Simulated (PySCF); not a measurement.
## Pb (lead, neutral) across methods

[Xe] 4f14 5d10 6s2 6p2, high-spin 3P determinant. All numbers are calculated (PySCF 2.14, a scalar-relativistic core potential, in def2-TZVPPD with the def2 core potential (60 electrons) (7s5p4d2f, 56 functions)).

| method | E (hartree) | mean ε 6s α (eV) | mean ε 6s β (eV) | mean ε 6p α (eV) | Σ⟨r²⟩ (bohr²) | ⟨S²⟩ |
| --- | --- | --- | --- | --- | --- | --- |
| PBE | -192.8649 | -12.302 | -11.325 | -3.908 | 66.30 | 2.002 |
| PBE0 | -192.8369 | -13.687 | -12.178 | -4.788 | 65.88 | 2.003 |
| r2SCAN | -192.9266 | -12.755 | -11.410 | -4.192 | 65.65 | 2.005 |
| LC-wPBE | -192.8644 | -16.762 | -14.615 | -7.111 | 65.11 | 2.007 |
| LDA | -192.5685 | -12.577 | -11.744 | -4.000 | 66.22 | 2.001 |
| PW91 | -192.9423 | -12.363 | -11.388 | -3.951 | 66.18 | 2.001 |
| UHF | -191.83555 | -16.959 | -13.699 | -6.935 | 66.68 | 2.010 |
| M06 | -192.8528 | -13.134 | -12.598 | -4.270 | 66.92 | 2.001 |

Problem. Estimate the same row for BLYP.

Solution. E (hartree) = -192.8132; mean ε 6s α (eV) = -12.090; mean ε 6s β (eV) = -11.346; mean ε 6p α (eV) = -3.679; Σ⟨r²⟩ (bohr²) = 66.68; ⟨S²⟩ = 2.001.

Energies and moments cover only the electrons outside the core potential. Spin-orbit coupling is strong in this species (close to jj coupling), so the high-spin LS determinant is a model state, not a physical level.
